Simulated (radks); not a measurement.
These are the eigenvalues of the occupied orbitals of an atom or ion with whole-number occupations (hartree). Calculated with a radial shooting solver on a logarithmic mesh with Libxc functionals: scalar-relativistic Kohn-Sham, r2SCAN, spin-polarised, spherical densities, finite nucleus; meta-GGA in the generalised Kohn-Sham scheme; Fermi nuclear charge, rms radius of each element as measured or else 0.836 A^(1/3) + 0.57 fm.

| orbital | eigenvalue |
|---|---|
| 1s up | -494.0485 |
| 1s down | -494.0351 |
| 2s up | -67.66402 |
| 2s down | -67.54737 |
| 2p up | -59.99926 |
| 2p down | -59.90456 |
| 3s up | -12.06874 |
| 3s down | -11.89614 |
| 3p up | -9.60532 |
| 3p down | -9.42740 |
| 3d up | -5.57314 |
| 3d down | -5.37787 |
| 4s up | -2.73917 |
| 4s down | -2.55891 |
| 4p up | -2.10086 |
| 4f up | -0.50866 |

Which element is it, and in what charge state? The configuration may be excited. Open shells, if any, are filled with parallel spins first.

Answer. Z = 35, bromine, charge +3: Br3+ in [Ar] 3d8 4s2 4p2 4f2. The list shows which subshells hold electrons but not how many an open one holds; the 1s level, -494.05 hartree, gives Z - s = 31.4 by -(Z - s)^2/2, which with screening and relativity narrows Z to a few neighbours, and the depths of the outer levels then fix element, charge and occupations together.
